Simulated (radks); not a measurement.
Computed order of ionisation of bismuth. At each step one electron was removed from each of the four highest sub-shells of the ion before, moves of one valence electron (up to charge 6) and the configuration listed by NIST were tried, and the lowest configuration was kept. Calculated with a radial shooting solver on a logarithmic mesh with Libxc functionals: non-relativistic Kohn-Sham, PBE, spin-polarised, spherical densities, point nucleus. Open shells are filled with parallel spins first.

species,lowest configuration found,NIST configuration,margin to the next tried (eV),IE (eV),NIST IE (eV),kind
Bi,[Hg] 6p3,same,6.692,8.633,7.286,exp.
Bi+,[Hg] 6p2,same,5.191,15.690,16.703,exp.
Bi2+,[Hg] 6p1,same,6.178,23.251,25.571,exp.
Bi3+,[Hg],same,7.415,40.083,45.4,exp.
Bi4+,[Xe] 4f14 5d10 6s1,same,8.975,50.688,54.86,exp.
Bi5+,[Xe] 4f14 5d10,same,27.228,90.807,88,semi-emp.
Bi6+,[Xe] 4f14 5d9,same,31.335,108.44,103,theory
Bi7+,[Xe] 4f14 5d8,same,61.406,126.64,122,theory
Bi8+,[Xe] 4f14 5d7,same,62.415,145.36,143,theory
Bi9+,[Xe] 4f14 5d6,same,63.430,164.52,161,theory
Bi10+,[Xe] 4f14 5d5,same,64.452,189.88,183,theory
Bi11+,[Xe] 4f14 5d4,same,59.634,210.59,208,theory
Bi12+,[Xe] 4f14 5d3,same,61.470,231.72,229,theory
Bi13+,[Xe] 4f14 5d2,same,63.414,253.21,252,theory

Reference values: NIST Atomic Spectra Database (exp. = measured, semi-emp. = semi-empirical, theory = theoretical value adopted there). Relativity is left out here, which matters for elements this heavy. Open shells are spherical and high-spin; term and fine-structure splittings are not resolved.
